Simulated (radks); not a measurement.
Valence configurations of Fe2+ (all share [Ar]). All-electron calculation, scalar-relativistic Kohn-Sham, r2SCAN, spin-unpolarised, spherical densities, finite nucleus; meta-GGA in the generalised Kohn-Sham scheme; Fermi nuclear charge, rms radius 3.7377 fm. Program: a radial shooting solver on a logarithmic mesh with Libxc functionals. Order these by energy: 3d4 4p2; 3d4 4s1 4p1; 3d5 4s1; 3d4 4s2; 3d5 4p1; 3d4.5 4s1.5; 3d4.5 4s0.5 4p1; 3d3 4s1 4p2; 3d6; 3d5.5 4s0.5.

Answer. From the lowest, in eV above it: 3d6 0.000; 3d5.5 4s0.5 3.536; 3d5 4s1 7.944; 3d4.5 4s1.5 13.311; 3d5 4p1 14.374; 3d4 4s2 19.786; 3d4.5 4s0.5 4p1 20.152; 3d4 4s1 4p1 27.001; 3d4 4p2 34.082; 3d3 4s1 4p2 52.162. NIST lists [Ar] 3d6 as the ground configuration; this level of theory agrees among the configurations tried. The energies are those of spherical spin-averaged densities, not of single terms.
